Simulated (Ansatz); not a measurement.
Harmonic frequencies (cm⁻¹) at PBE0-D4/def2-TZVP from Ansatz: 14, 38, 67, 190, 249, 288, 370, 376, 504, 674, 734, 736, 820, 920, 956, 958, 992, 1162, 1564, 2218, 2219, 2223, 3625, 3717.

Each molecule was computed in one conformer, which needn't be the lowest.

Q: Which molecule is it?
A. `[NH2][Al]([F])[O][SiH3]`
B. `C[O][Al]([OH])[Br]`
C. `C=C[CH2][Al]([F])[F]`
D. `C[S][AlH][Cl]`

A: A.
